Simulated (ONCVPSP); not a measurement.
What one change does to a pseudopotential (dysprosium, ONCV)

- Element: Dy
- Generator: ONCVPSP 4.0.1
- Type: optimised norm-conserving Vanderbilt (ONCV)
- Functional: LDA (Perdew-Zunger)
- Relativity: scalar-relativistic
- Frozen core: [Kr] 4d10 4f9
- Valence charge: 11
- Reference configuration: 5s2 5p6 5d1 (charge +2)
- Partial waves: 5s: rc 1.80 bohr, ncon 3, nbas 7, qcut 6.4 1/bohr, 3 projectors, debl 2.3 Ha; 5p: rc 1.40 bohr, ncon 4, nbas 7, qcut 5.6 1/bohr, 2 projectors, debl 0.3 Ha; 5d: rc 2.45 bohr, ncon 4, nbas 9, qcut 4.2 1/bohr, 3 projectors, debl 3.9 Ha
- Local potential: polynomial inside 1.35 bohr (lpopt 5, dvloc0 1 Ha)
- Core correction: none

In the s channel the program set the typed energies aside and used -2.468, 0.250, 2.550 Ha. In the p channel the program set the typed energies aside and used -1.571, 0.250 Ha.

Change: s: qcut 4.5; p: qcut 4; d: qcut 3.

Cutoffs: the cutoffs (Ha) at which the residual kinetic energy of the hardest occupied pseudo-wave falls to 1 and 0.1 mHa per electron; they do not see the model core or the augmentation charge, which bear on the density cutoff. Errors are all-electron minus pseudo energies relative to the spin-unpolarised reference configuration.

Problem. What does the change do?

Solution. The potential gets harder (53 Ha and 71 Ha → 65 Ha and 77 Ha); of the 3 tests that both files solve, the error grows in 0 and shrinks in 1 by more than 15 % and 0.3 meV (median size 18.0 → 18.4 meV); the range in which the d phases agree narrows (upper end at the end of the scan → 0.3); neither file shows a bound ghost.

```tsv
quantity	base	changed
cutoff, loose	53 Ha	65 Ha
cutoff, tight	71 Ha	77 Ha
loose cutoff by channel	s 15 Ha, p 53 Ha, d 8.2 Ha	s 10 Ha, p 65 Ha, d 44 Ha
bound ghosts	none	none
GHOST(+) flags under 300 eV	s at 208.9 eV	d at 96.5 eV, s at 215.5 eV
tests counted as reliable (solved cleanly; for ONCVPSP, near-neutral configurations with less than one 5d electron left out)	3 of 4	3 of 4
error for 5s2 5p6 5d1 6s2, meV [ΔE -19.77 eV]	+42	+43
error for 5s2 5p6 5d1 6s1, meV [ΔE -12.71 eV]	+18	+18
error for 5s2 5p6 5d0, meV [ΔE 20.14 eV]	-15	+11
s: phases at 1.83 bohr within 0.05 rad from the reference energy up to (Ha; the scan ends near 5)	to the end of the scan	to the end of the scan
p: phases at 1.42 bohr within 0.05 rad from the reference energy up to (Ha; the scan ends near 5)	to the end of the scan	to the end of the scan
d: phases at 2.48 bohr within 0.05 rad from the reference energy up to (Ha; the scan ends near 5)	to the end of the scan	0.3
```

Base: Tests not counted: 5s2 5p6 5d0 6s2 (all-electron energy unsafe for a near-neutral lanthanide with less than one 5d electron, printed error +45 meV). Changed file: Tests not counted: 5s2 5p6 5d0 6s2 (all-electron energy unsafe for a near-neutral lanthanide with less than one 5d electron, printed error +51 meV).
